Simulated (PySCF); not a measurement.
Saddle point of GaH$_{3}$O$_{2}$, closed shell (GaH₃O₂ ([OH][GaH][OH]) → GaHO ([O][GaH]) + H₂O (still joined by a long Ga–O bond); bonds formed: O2–H4; bonds broken: O3–H4; bonds weakened to dative contacts: Ga1–O2), PBE0-D4/def2-TZVP structure:

Ga1  (-0.087, 1.024, -0.064)
O2  (0.458, -0.940, 0.326)
O3  (-0.461, 0.266, -1.534)
H4  (0.033, -0.836, -0.671)
H5  (0.112, 2.028, 1.071)
H6  (-0.056, -1.543, 0.872)
(Å)

Energies are electronic, without zero-point energy. Barriers and step energies count from the start structure reached by relaxing down the imaginary mode; all methods use the PBE0-D4 structures, on which another method's saddle can fall below an end. PySCF 2.14 with density fitting (its default auxiliary sets; JK sets also for MP2 and CCSD(T)); basis: def2-TZVPP, with def2-QZVPP for the basis limit; cores frozen in the correlated methods. Filled d shells of the heavier atoms are correlated. The def2 sets are not built for correlating such inner shells, so the correlated values are less sure here. B3LYP uses VWN-RPA correlation. Extrapolation: Hartree–Fock as exp(−7.88 √X), correlation as X^−2.97.

```csv
method,barrier (kJ/mol),step energy (kJ/mol)
SPW92,157.5,165.0
PBE-D4,?,165.4
r2SCAN-D4,189.7,186.5
PBE0-D4,?,193.8
B3LYP-D4,195.8,187.8
BHLYP-D4,227.0,218.6
wB97M-V,204.3,197.9
HF,?,259.1
MP2,195.5,188.0
CCSD,218.8,210.2
CCSD(T),204.2,196.2
```

Fill in the withheld barriers. (To be estimated.)

By the calculation: HF 274.8; PBE0-D4 197.1; PBE-D4 168.8 kJ/mol. Each is the energy of the saddle less that of the start structure, by the same method.

For comparison, the barrier by CCSD(T) at an estimated basis limit (MP2 extrapolated from triple and quadruple zeta, plus CCSD(T) − MP2 in triple zeta) is 204.8 kJ/mol.

No T1 diagnostic of these runs exceeds 0.024.

Labels in which every atom is bracketed show which atoms are joined, not bond orders.

For scale, one of the runs: CCSD(T)/def2-TZVPP, 152 basis functions, launched by `OMP_NUM_THREADS=4 python run.py`. Hardware: 4 CPU threads of an INTEL XEON PLATINUM 8581C, shared host. Wall time 67 s; peak host memory 1.4 GiB.
